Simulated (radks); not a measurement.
Hf IV, configuration [Xe] 4f14 5d1 (the NIST ground configuration). Method: scalar-relativistic Kohn-Sham, BLYP, spin-unpolarised, spherical densities, finite nucleus; Fermi nuclear charge, rms radius 5.347 fm; computed with a radial shooting solver on a logarithmic mesh with Libxc functionals.

Unscreened Slater integrals over Kohn-Sham orbitals (cm^-1).

\begin{tabular}{lr}
integral & value \\ \hline
F0(5d,5d) & 101600 \\
F2(5d,5d) & 52885 \\
F4(5d,5d) & 34808 \\
F0(5d,4f) & 130750 \\
F2(5d,4f) & 30322 \\
F4(5d,4f) & 14397 \\
G1(5d,4f) & 13319 \\
G3(5d,4f) & 10912 \\
G5(5d,4f) & 8331.6 \\
F0(5d,5p) & 118190 \\
F2(5d,5p) & 56497 \\
G1(5d,5p) & 66006 \\
G3(5d,5p) & 40585 \\
F0(5d,5s) & 122820 \\
G2(5d,5s) & 40816 \\
F0(4f,4f) & 303190 \\
F2(4f,4f) & 143710 \\
F4(4f,4f) & 90086 \\
F6(4f,4f) & 64789 \\
F0(4f,5p) & 181280 \\
F2(4f,5p) & 59301 \\
G2(4f,5p) & 28786 \\
G4(4f,5p) & 22544 \\
F0(4f,5s) & 205430 \\
G3(4f,5s) & 35256 \\
F0(5p,5p) & 149280 \\
F2(5p,5p) & 80431 \\
F0(5p,5s) & 160190 \\
G1(5p,5s) & 106570 \\
F0(5s,5s) & 174660 \\
\end{tabular}

Derived for the open shells (J is the average intra-shell exchange parameter used in DFT+U). 5d: Racah B = F2/49 - 5 F4/441 = 684.6 cm^-1, C = 35 F4/441 = 2763 cm^-1, C/B = 4.04, F4/F2 = 0.658, J = (F2 + F4)/14 = 6264 cm^-1.
